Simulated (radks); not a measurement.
Results of a calculation; reference values are marked as such.
Task: All-electron atom: P3+ in [Ne] 3s2. Code: a radial shooting solver on a logarithmic mesh with Libxc functionals. Model: scalar-relativistic Kohn-Sham, r2SCAN, spin-polarised, spherical densities, finite nucleus; meta-GGA in the generalised Kohn-Sham scheme; Fermi nuclear charge, rms radius 3.1889 fm. Some entries of the table are withheld. Estimate them.

| orbital | occ. | eigenvalue (eV) | r(max) (bohr) |
|---|---|---|---|
| 1s | 2 | (1) | (2) |
| 2s | 2 | (3) | 0.4176 |
| 2p | 6 | -165.4454 | 0.3540 |
| 3s | 2 | -45.8205 | (4) |
| 3p | 0 | -35.0340 | 1.606 |

Result: 
(1) 1s eigenvalue (eV): -2136.341
(2) 1s r(max) (bohr): 0.06766
(3) 2s eigenvalue (eV): -216.8558
(4) 3s r(max) (bohr): 1.479
